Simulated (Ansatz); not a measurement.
System: CH6AlN, charge 0, singlet. CH6AlN (SMILES C[NH][AlH2]).
B3LYP-D3(BJ)/def2-TZVP minimum from Ansatz (a program for electronic structure):
```xyz
9

Al    -0.0946     0.2060     1.2117
H     -1.2769     0.7261     2.1176
H      1.3393    -0.1902     1.7379
N     -0.4010     0.0561    -0.5263
C      0.5019    -0.3928    -1.5769
H     -1.3098     0.3024    -0.8932
H      0.6750     0.3814    -2.3321
H      0.1266    -1.2838    -2.0918
H      1.4706    -0.6495    -1.1447
```
Charge 0, spin multiplicity 1.

Atomisation energy term by term, kcal/mol (programs: Ansatz). UHF or UKS for unpaired electrons; spin-orbit terms are left out. Correlated methods leave the cores frozen. Rows without X2C or -DK are non-relativistic. CBS(X,Y): correlation extrapolated as X^-3, Hartree-Fock from the larger set. A bracket is a step between two methods taken in the basis named. 'core' is core correlation in cc-pwCVTZ (1s frozen past Ne), 'X2C' scalar relativity in cc-pVTZ-DK, both at CCSD(T). Where a partner has so few electrons that a lower coupled-cluster level is exact, that level stands in.

```
term                                       basis  kcal/mol
------------------  ----------------------------  --------
Hartree-Fock                         cc-pV(Q+d)Z    515.77
CCSD correlation    CBS(cc-pV(T+d)Z,cc-pV(Q+d)Z)    181.48
(T)                 CBS(cc-pV(T+d)Z,cc-pV(Q+d)Z)      9.04
CCSDT(Q) - CCSD(T)                   cc-pV(D+d)Z      0.48
core correlation                       cc-pwCVTZ      1.17
scalar relativity                X2C, cc-pVTZ-DK     -0.92
sum: De                                              707.0
```
